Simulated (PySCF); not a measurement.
A PySCF script (with the pyscf-properties extension) for the NMR shieldings of `InChI=1S/C4H8SSi/c5-4-1-2-6-3-4/h1-3,6H2`, on a GFN2-xTB geometry:

```python
import basis_set_exchange as bse
import numpy as np
from pyscf import gto, dft
from pyscf.prop import nmr

atoms = """
S     2.427819   -0.240764    1.538755
C     1.241672   -0.126172    0.437177
C     0.376342   -1.277094    0.032784
C    -1.088849   -0.822802    0.112683
Si   -1.065889    1.043265   -0.301113
C     0.844730    1.144605   -0.218271
H     0.574036   -2.151678    0.653555
H     0.620840   -1.536829   -1.002351
H    -1.713785   -1.424522   -0.544438
H    -1.456070   -0.980770    1.127287
H    -1.566297    1.349730   -1.641680
H    -1.706313    1.867286    0.721853
H     1.243169    1.151430   -1.235638
H     1.267917    2.003842    0.297231
"""
names = dict.fromkeys(["S", "C", "Si", "H"], "pcSseg-1")
basis = {el: gto.basis.parse(bse.get_basis(n, elements=[el], fmt="nwchem")) for el, n in names.items()}
mol = gto.M(atom=atoms, basis=basis, charge=0, verbose=0)
mf = dft.RKS(mol, xc="PBE0")
mf.grids.level = 2
mf.grids.alignment = dft.numint.BLKSIZE   # the property module wants whole blocks of grid points
mf.conv_tol = 1e-9
mf.kernel()

calc = nmr.RKS(mf)   # GIAO
C = mf.mo_coeff
Co = C[:, mf.mo_occ > 0]
resp = mf.gen_response(singlet=True, hermi=2)
def vind(x):   # induced exchange potential for any number of trial vectors
    d = np.einsum("pi,xij,qj->xpq", C, 2 * x.reshape(-1, C.shape[1], Co.shape[1]), Co, optimize=True)
    return np.einsum("xpq,pi,qj->xij", resp(d - d.transpose(0, 2, 1)), C, Co, optimize=True).ravel()
mo1, _ = nmr.rhf.solve_mo1(calc, with_cphf=vind)
sigma = calc.kernel(mo1)
for i, s in enumerate(sigma):   # ppm
    w = np.linalg.eigvalsh((s + s.T) / 2)
    print("%2d %-2s iso %8.1f  s11 %8.1f  s22 %8.1f  s33 %8.1f" % (i, mol.atom_pure_symbol(i), w.mean(), *w))
```

Q: What are the results?

A: 
```
 0 S  iso   -475.6  s11  -1662.0  s22   -348.7  s33    583.8
 1 C  iso    -94.0  s11   -258.1  s22   -149.4  s33    125.6
 2 C  iso    133.1  s11    109.8  s22    120.5  s33    169.0
 3 C  iso    177.8  s11    160.0  s22    176.3  s33    197.2
 4 Si iso    389.2  s11    359.4  s22    380.2  s33    428.1
 5 C  iso    147.5  s11    117.4  s22    134.4  s33    190.7
 6 H  iso     28.3  s11     24.0  s22     28.1  s33     32.8
 7 H  iso     28.5  s11     26.0  s22     26.8  s33     32.9
 8 H  iso     30.4  s11     26.0  s22     27.8  s33     37.4
 9 H  iso     30.5  s11     25.5  s22     28.4  s33     37.4
10 H  iso     27.2  s11     24.1  s22     25.0  s33     32.4
11 H  iso     27.4  s11     24.3  s22     25.0  s33     33.1
12 H  iso     28.8  s11     25.6  s22     26.9  s33     34.0
13 H  iso     28.7  s11     25.0  s22     28.4  s33     32.5
```

These numbers come from an equivalent density-fitted implementation of the same equations, which agrees with the script to about 0.01 ppm for H and up to a few tenths of a ppm for heavy atoms, so last digits may differ.

Q: Turn these shieldings into chemical shifts. Referencing at the same level of theory: CS2 for 33S (σref 503.73); 13C (σref 186.93) and 29Si (σref 349.16) and 1H (σref 31.72) against TMS.

A: Averaging equivalent atoms: S 0: 979; C 1: 280.9; C 2: 53.8; C 5: 39.4; C 3: 9.1; Si 4: -40.1; H 10/11: 4.41; H 6/7: 3.29; H 12/13: 2.97; H 8/9: 1.28 ppm. 

Size and cost of the density-fitted run: 156 basis functions, 20 s wall time on 1 thread of an Arm Neoverse V2, shared host; peak memory 0.73 GiB.
